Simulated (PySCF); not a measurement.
Compound: C₇H₉N.
Numbering: `[CH3:1][C:2]#[C:3][C:4]1=[N:5][CH2:6][CH2:7][CH2:8]1` (hydrogens: H9, H10, H11 on C1; H12, H13 on C6; H14, H15 on C7; H16, H17 on C8)

Structure used (GFN2-xTB), in Å, numbered top down from 1:
```
atom  x, y, z in Å
C1     3.8151   -0.0407    0.0212
C2     2.3746    0.0379    0.0126
C3     1.1733    0.1143   -0.0053
C4    -0.2336    0.1591    0.0371
N5    -0.9506    0.7860   -0.7998
C6    -2.3433    0.6203   -0.4852
C7    -2.4310   -0.1401    0.8639
C8    -0.9877   -0.5872    1.1217
H9     4.1799   -0.3094   -0.9699
H10    4.1462   -0.7915    0.7387
H11    4.2357    0.9256    0.2997
H12   -2.8111    0.0658   -1.3051
H13   -2.8142    1.6055   -0.4460
H14   -3.1193   -0.9806    0.8037
H15   -2.7750    0.5285    1.6528
H16   -0.6192   -0.3193    2.1123
H17   -0.8468   -1.6621    0.9871
```

Computed at PBE0/pcSseg-1 (PySCF, non-relativistic), with Q(14N) = 0.02044 b: N5, 14N (I = 1): χzz = -5.182 MHz, η = 0.308.

**Question.** Find the zero-field quadrupole resonance frequencies of 14N at N5.

**Answer.** From ν± = (3/4)|χ|(1 ± η/3) and ν0 = |χ|η/2: ν+ 4.285 MHz, ν− 3.488 MHz, ν0 0.798 MHz (imine nitrogen).

In a crystal, neighbours and librations shift these lines. Geometry: GFN2-xTB; no solvent, vibrations or thermal averaging. GFN2-xTB bond lengths can be off by several hundredths of an ångström, more for odd bonds, and the gradients follow them. A larger basis could move these couplings by a tenth or more.
